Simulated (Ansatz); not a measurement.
Ideal-gas functions of `OB1OC1Br` at 600 K and 1 bar, from an Ansatz frequency run at PBE0-D4/def2-TZVP.

Molar mass 136.74 g/mol, point group C1 (symmetry number 1), electronic degeneracy 1, moments of inertia 49.968, 328.266, 358.176 u Å². Harmonic wavenumbers (cm⁻¹, unscaled): 134, 297, 370, 478, 575, 631, 712, 910, 979, 1060, 1223, 1261, 1732, 3196, 3857.

Use S(trans) = R[1.5 ln M + 2.5 ln T − 1.1517]; rotational temperatures θ = 24.2544 K / I; S(rot) = R[ln(√π/σ · √(T³/θAθBθC)) + 1.5]; for each mode x = 1.438777 ν̃/T, S = R[x/(eˣ − 1) − ln(1 − e⁻ˣ)] and H = RT x/(eˣ − 1); 1 cm⁻¹ = 0.0119627 kJ/mol; R = 8.31446 J/(mol·K).

By hand: the entropy, in J/(mol·K).

Translation 184.7. Rotation: θ = 0.4854, 0.0739, 0.0677 K, giving 122.0. Vibration, mode by mode: 17.79, 11.31, 9.58, 7.62, 6.27, 5.62, 4.81, 3.30, 2.90, 2.49, 1.83, 1.70, 0.68, 0.03, 0.01, in all 75.9. Electronic 0.0. Sum 382.6 J/(mol·K).

By hand: H − E and G − E in kJ/mol, counted from the electronic energy.

Zero-point energy ½ × 17415 × 0.0119627 = 104.2; thermal vibration 25.4; translation, rotation and pV give 4 RT = 20.0. H − E = 149.6 kJ/mol, and G − E = 149.6 − 600 × 382.6/1000 = -80.0 kJ/mol.

Vibration gives 20 % of the entropy, 17.8 J/(mol·K) of it from the mode under 150 cm⁻¹: soft modes count most, and the harmonic formula is weakest for them. The sum counts one conformer and one mirror image; others add a mixing term.
